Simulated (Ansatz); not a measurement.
Cu₈Te. The state is a triplet with charge 0. Geometry r2SCAN-D4/def2-SVP, that of the neutral singlet.

```csv
atom,x (Å),y (Å),z (Å)
Cu1,-0.2880,-1.0730,-1.4901
Cu2,-0.5799,1.6268,0.5389
Cu3,-1.7785,-0.4129,0.3487
Cu4,0.8663,0.9863,-1.2454
Cu5,-1.5132,0.9453,-1.5660
Cu6,0.1078,-0.2858,1.7835
Cu7,-0.3510,-2.2858,0.5362
Cu8,1.5541,-0.9263,-0.0008
Te9,1.9824,1.4255,1.0950
```

In the def2 sets Te takes a core potential; there is no spin–orbit coupling. At PBE-D4/def2-SVP a singlet of charge 0 lies 0.88 eV below the triplet at the same geometry. The structure comes from a short search, and lower isomers may exist.

Problem. Estimate the α-spin orbital energies around the gap (eV) in Ansatz with PBE-D4/def2-SVP, r2SCAN-D4/def2-SVP.

Solution. 
```csv
orbital,PBE-D4/def2-SVP,r2SCAN-D4/def2-SVP
HOMO−5,-5.28,-5.34
HOMO−4,-5.24,-5.29
HOMO−3,-5.14,-5.20
HOMO−2,-4.89,-4.95
HOMO−1,-4.56,-4.62
HOMO,-3.43,-3.47
LUMO,-3.00,-2.91
LUMO+1,-2.88,-2.79
LUMO+2,-2.34,-2.18
LUMO+3,-1.89,-1.69
LUMO+4,-1.57,-1.40
LUMO+5,-0.56,-0.29
β HOMO,-4.75,-4.76
β LUMO,-4.26,-4.15
```
